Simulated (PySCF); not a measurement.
A GIAO shielding run with PySCF (density fitting, non-relativistic, gas phase) on `CCCN1NCC[C@H]1C`, C7H16N2:

```
$ OMP_NUM_THREADS=1 python probes_run.py task.json out

{"job": {"kind": "nmr", "xc": "PBE0", "basis": "pcSseg-1"}, "charge": 0, "multiplicity": 1}
C      2.886386     0.283750     0.912502
C      2.293636    -0.812058     0.036883
C      1.066350    -0.320148    -0.725636
N     -0.006074    -0.005837     0.203030
N     -0.476916    -1.192510     0.843571
C     -1.719182    -1.557723     0.175613
C     -2.376356    -0.212454    -0.154565
C     -1.153221     0.687834    -0.414507
C     -1.296916     2.082016     0.186986
H      3.715318    -0.102429     1.501060
H      2.124921     0.667009     1.585525
H      3.251547     1.106527     0.301147
H      3.039129    -1.159883    -0.680748
H      1.991788    -1.656573     0.656979
H      1.313105     0.599601    -1.262035
H      0.760315    -1.082077    -1.461485
H     -0.674539    -0.945041     1.813391
H     -2.327407    -2.202878     0.807566
H     -1.467279    -2.097602    -0.742886
H     -2.939089     0.152931     0.706518
H     -3.042472    -0.263529    -1.012862
H     -0.989290     0.782032    -1.496091
H     -0.402345     2.665504    -0.014676
H     -1.425588     2.015958     1.264629
H     -2.156754     2.591727    -0.242080
```

Hardware: 1 thread of an Arm Neoverse V2, shared host. The job also computes population analyses, field gradients, ring-centre shieldings.

**Question.** How large is the calculation?

**Answer.** 72 electrons, 233 basis functions and 1193 auxiliary functions.

**Question.** How long does it take?

**Answer.** 68 s of wall time, with 13 SCF cycles and 4 response iterations. Times on a shared host scatter by some tens of per cent.
